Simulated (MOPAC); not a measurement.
Input for MOPAC: PM7 on H6InN (a complex), monomers drawn apart or pushed together.

```
PM7 1SCF PRECISE CHARGE=0 THREADS=1
H6InN

In     0.64107878 1     0.57157907 1     0.73561557 1
H      1.70574326 1    -0.78813054 1     0.51286828 1
H     -0.75054096 1     0.73073186 1    -0.29877319 1
H      1.23789058 1     1.98049207 1     1.56670695 1
N     -1.51778067 1    -1.09337897 1     4.15408883 1
H     -2.22746513 1    -0.44663159 1     4.48067849 1
H     -0.88356458 1    -1.28126132 1     4.92290147 1
H     -1.97469263 1    -1.96290167 1     3.90159125 1
```

Program output:

```
*******************************************************************************
 **                                                                           **
 **                              MOPAC v23.2.5                                **
 **                                                                           **
 *******************************************************************************
 ** MOPAC's Digital Object Identifier: https://doi.org/10.5281/zenodo.6511958 **
 **                                                                           **
 ** Please cite the open-source release paper for use of this MOPAC version:  **
 ** J. E. Moussa and J. J. P. Stewart (2026)                                  **
 ** MOPAC: An open-source semiempirical molecular orbital program             **
 ** J. Open Source Softw., 11(119), 8025, https://doi.org/10.21105/joss.08025 **
 *******************************************************************************

                              PM7 CALCULATION RESULTS

 *******************************************************************************
 *  PM7        - The PM7 Hamiltonian to be used
 *
 *
 *
 *                 CHARGE ON SYSTEM = 0
 *
 *
 *
 *  PRECISE    - TIGHTER CRITERIA TO BE USED
 *  1SCF       - DO 1 SCF AND THEN STOP
 *  THREADS=1  - MULTI-THREADING NOT USED
 *  T=         - A TIME OF 172800.0 SECONDS REQUESTED
 *  DUMP=N     - RESTART FILE WRITTEN EVERY 7200.0 SECONDS REQUESTED
 *******************************************************************************
PM7 1SCF PRECISE CHARGE=0 THREADS=1
 H6InN

   ATOM   CHEMICAL          X               Y               Z
  NUMBER   SYMBOL      (ANGSTROMS)     (ANGSTROMS)     (ANGSTROMS)

     1      In          0.64107878  *   0.57157907  *   0.73561557  *
     2       H          1.70574326  *  -0.78813054  *   0.51286828  *
     3       H         -0.75054096  *   0.73073186  *  -0.29877319  *
     4       H          1.23789058  *   1.98049207  *   1.56670695  *
     5       N         -1.51778067  *  -1.09337897  *   4.15408883  *
     6       H         -2.22746513  *  -0.44663159  *   4.48067849  *
     7       H         -0.88356458  *  -1.28126132  *   4.92290147  *
     8       H         -1.97469263  *  -1.96290167  *   3.90159125  *



          CARTESIAN COORDINATES

    NO.       ATOM           X           Y           Z

     1        In          0.6411      0.5716      0.7356
     2         H          1.7057     -0.7881      0.5129
     3         H         -0.7505      0.7307     -0.2988
     4         H          1.2379      1.9805      1.5667
     5         N         -1.5178     -1.0934      4.1541
     6         H         -2.2275     -0.4466      4.4807
     7         H         -0.8836     -1.2813      4.9229
     8         H         -1.9747     -1.9629      3.9016

 General Reference for PM7:
 "Optimization of Parameters for Semiempirical Methods VI: More Modifications to the
 NDDO Approximations and Re-optimization of Parameters", J. J. P. Stewart, J. Mol. Mod., 1:32, 19 (2013)
 https://link.springer.com/article/10.1007/s00894-012-1667-x

           Empirical Formula: H6 N In  =     8 atoms



      MOLECULAR POINT GROUP   :   C3v


      RHF CALCULATION, NO. OF DOUBLY OCCUPIED LEVELS = 7


 -------------------------------------------------------------------------------
 PM7 1SCF PRECISE CHARGE=0 THREADS=1
 H6InN



     1SCF WAS SPECIFIED, SO BFGS WAS NOT USED
     SCF FIELD WAS ACHIEVED


                              PM7 CALCULATION
                                                       MOPAC v23.2.5 Linux




          FINAL HEAT OF FORMATION =         74.31580 KCAL/MOL =     310.93730 KJ/MOL


          COSMO AREA              =        117.36 SQUARE ANGSTROMS
          COSMO VOLUME            =         89.77 CUBIC ANGSTROMS

          IONIZATION POTENTIAL    =         10.436712 EV
          HOMO LUMO ENERGIES (EV) =        -10.437  2.707
          NO. OF FILLED LEVELS    =          7
          MOLECULAR WEIGHT        =        134.8741         POINT GROUP:  C3v

          MOLECULAR DIMENSIONS (Angstroms)

            Atom       Atom       Distance
            H     7    H     3     5.59747
            H     6    H     2     4.22441
            H     4    H     8     3.87802


          SCF CALCULATIONS        =          1





   ATOM   CHEMICAL          X               Y               Z
  NUMBER   SYMBOL      (ANGSTROMS)     (ANGSTROMS)     (ANGSTROMS)

     1      In          0.64107878  *   0.57157907  *   0.73561557  *
     2       H          1.70574326  *  -0.78813054  *   0.51286828  *
     3       H         -0.75054096  *   0.73073186  *  -0.29877319  *
     4       H          1.23789058  *   1.98049207  *   1.56670695  *
     5       N         -1.51778067  *  -1.09337897  *   4.15408883  *
     6       H         -2.22746513  *  -0.44663159  *   4.48067849  *
     7       H         -0.88356458  *  -1.28126132  *   4.92290147  *
     8       H         -1.97469263  *  -1.96290167  *   3.90159125  *

                             CARTESIAN COORDINATES

   1   In        0.641078780     0.571579070     0.735615570
   2    H        1.705743260    -0.788130540     0.512868280
   3    H       -0.750540960     0.730731860    -0.298773190
   4    H        1.237890580     1.980492070     1.566706950
   5    N       -1.517780670    -1.093378970     4.154088830
   6    H       -2.227465130    -0.446631590     4.480678490
   7    H       -0.883564580    -1.281261320     4.922901470
   8    H       -1.974692630    -1.962901670     3.901591250


           Empirical Formula: H6 N In  =     8 atoms



      MOLECULAR POINT GROUP   :   C3v


                  EIGENVALUES
 -35.66789 -16.26191 -16.26172 -10.92415 -10.92254 -10.61967 -10.43671   2.70674
   4.28378   4.44460   4.44605   5.10336   6.49999   6.50008


              NET ATOMIC CHARGES AND DIPOLE CONTRIBUTIONS

  ATOM NO.   TYPE          CHARGE      No. of ELECS.   s-Pop       p-Pop
    1         In           0.468838        2.5312     0.70146     1.82970
    2          H          -0.156332        1.1563     1.15633
    3          H          -0.156339        1.1563     1.15634
    4          H          -0.156311        1.1563     1.15631
    5          N          -0.722327        5.7223     1.64016     4.08217
    6          H           0.240824        0.7592     0.75918
    7          H           0.240823        0.7592     0.75918
    8          H           0.240823        0.7592     0.75918
 DIPOLE           X         Y         Z       TOTAL
 POINT-CHG.    -0.820    -0.632     1.297     1.660
 HYBRID        -0.950    -0.732     1.503     1.923
 SUM           -1.769    -1.365     2.801     3.583


          ATOMIC ORBITAL ELECTRON POPULATIONS

     Atom    s        px        py        pz
    1 In   0.70146   0.68989   0.77823   0.36159
    2  H   1.15633
    3  H   1.15634
    4  H   1.15631
    5  N   1.64016   1.31679   1.26831   1.49707
    6  H   0.75918
    7  H   0.75918
    8  H   0.75918

 **********************
 *                    *
 * JOB ENDED NORMALLY *
 *                    *
 **********************




 == MOPAC DONE ==
```

The run finished.

Cost: about 0.020 core-seconds (a rough figure).
